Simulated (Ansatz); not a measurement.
Job for Ansatz (an electronic-structure program): U-CCSD(T)/cc-pVDZ on CH6BN (SMILES BNC), a point of a bond scan (R = 1.093 Å).

Ansatz 0.2 input:
```yaml
crystal:
  periodic: [false, false, false]
  atoms:
    - {symbol: B, position_ang: [-0.17377685, 0.16935935, 1.35984899]}
    - {symbol: H, position_ang: [-1.04662609, 0.51554608, 2.09587791]}
    - {symbol: H, position_ang: [0.90496525, -0.15002550, 1.76046960]}
    - {symbol: N, position_ang: [-0.42136335, 0.13750334, -0.00246435]}
    - {symbol: C, position_ang: [0.50465876, -0.25211116, -1.05318898]}
    - {symbol: H, position_ang: [-1.33200836, 0.40682345, -0.34423305]}
    - {symbol: H, position_ang: [0.67789059, 0.56736518, -1.75577805]}
    - {symbol: H, position_ang: [0.12956168, -1.11043727, -1.61689155]}
    - {symbol: H, position_ang: [1.45669201, -0.52592512, -0.60230554]}
basis:
  gaussian:
    orbitals: cc-pVDZ
correlation: {method: ccsd_t, electrons: outside_noble_gas}
scf: {omitted_lower_state_checks: [cluster_reference]}
magnetization: {spin_polarized: true, initial_magnetization: 0}
```

Output:

```
WARN ansatz: RAYON_NUM_THREADS=1 ignored (pool sized by the plan → 1); use --threads N
Functional definition: HF
these checks for a lower state are left out or cut short: cluster_reference
integrals: 0.07 GiB planned
655 factors; integrals over basis functions are off by at most 1.2e-3 eV
mean field: 0.17 GiB planned
mean field evaluation 1: about -3277.7877 eV, gradient 1.8e1 eV
mean field evaluation 2: about -3277.9143 eV, gradient 1.8e1 eV
mean field evaluation 4: about -3279.6770 eV, gradient 2.4e0 eV
mean field evaluation 8: about -3279.7095 eV, gradient 4.5e-4 eV
mean field -3279.70946576 eV, -120.5270997997 hartree, gradient 6.0e-6 eV, S^2 0.000000; 0 other end points of the search recorded, 0 dependent functions left out
3 core orbitals not correlated
reference -3279.70946576 eV, -120.5270997997 hartree; 9, 9 occupied and 60, 60 virtual orbitals, 655 factors
second order -11.06043541 eV of doubles, -0.00000000 eV of singles
coupled cluster: 0.29 GiB planned
cycle   1  -11.79065241 eV  change   -7.3e-1 eV  update   7.7e-2
cycle   2  -12.13526972 eV  change   -3.4e-1 eV  update   2.4e-2
cycle   3  -12.20387316 eV  change   -6.9e-2 eV  update   1.2e-2
cycle   4  -12.20025914 eV  change    3.6e-3 eV  update   4.4e-3
cycle   5  -12.20001792 eV  change    2.4e-4 eV  update   1.6e-3
cycle   6  -12.19952698 eV  change    4.9e-4 eV  update   4.0e-4
cycle   7  -12.19945846 eV  change    6.9e-5 eV  update   1.0e-4
cycle   8  -12.19945723 eV  change    1.2e-6 eV  update   2.9e-5
cycle   9  -12.19944888 eV  change    8.3e-6 eV  update   6.8e-6
perturbative correction -0.33318279 eV, -0.0122442416 hartree
Total energy: -3292.24209742 eV, -120.9876655185 hartree
Checks for a lower state left out: cluster_reference
```

The run converged.

Cost: very roughly 5 core-seconds.
